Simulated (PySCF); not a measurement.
C6H4F2, SMILES C#C[C@H](F)C=C=CF.

Geometry optimised at PBE0-D3(BJ)/def2-SVP. The structure was generated by enumeration; whether it is a known compound was not checked. Other conformers were not sampled.

Vertical ionisation energy (IE) and electron affinity (EA) in eV. Rows of orbital energies are one-electron estimates. Where ΔSCF, EOM or ADC give a negative EA the extra electron is unbound and the value depends on the basis.

```tsv
level	IE	EA
−ε(HOMO), −ε(LUMO), CAM-B3LYP/def2-TZVP (PySCF)	8.94	-0.35
−ε(HOMO), −ε(LUMO), PBE/def2-TZVP (PySCF)	6.31	1.79
```
